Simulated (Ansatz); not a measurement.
`[F][GeH2][I]` + H₂ → `[GeH3][I]` + H–F  (hydrogenolysis of a Ge–F bond)

Isolated molecules relaxed with PBE0-D4/def2-TZVP in Ansatz; ΔE leaves out vibrations. CCSD(T)/CBS adds triple-zeta CCSD(T) − MP2 to the extrapolated MP2 energy (def2 sets, frozen cores). This one scheme is used for every species. DFT in def2-TZVPP. def2 core potentials past Kr. For Ge, I outer-core shells are correlated without core-valence functions, which leaves a few kJ/mol of doubt a bond. Scalar relativity is left out up to krypton.

| level | ΔE (kJ/mol) |
| --- | --- |
| revPBE | 36.7 |
| r2SCAN | 44.0 |

Problem. What does CCSD(T)/CBS give? (An estimate is asked.)

Solution. The calculation gave: +31.2 kJ/mol. The listed levels differ from it by 5.5, 12.8 kJ/mol.

Largest T1 diagnostic among the species: 0.010.

Leaving LDA and LC-ωPBE aside and taking each functional with its dispersion term where it has one, the values, not all of them listed here, spread over 17.2 kJ/mol, from HSE06-D4 to BLYP-D4. LDA lies −7.1 kJ/mol from PBE without D4. At CCSD(T), def2-SVP lies +3.9 kJ/mol from the extrapolated value and def2-TZVPP +1.6 kJ/mol. From r2SCAN to r2SCAN0 (25 % exact exchange), in def2-TZVPP and without D4, ΔE moves by −8.4 kJ/mol.
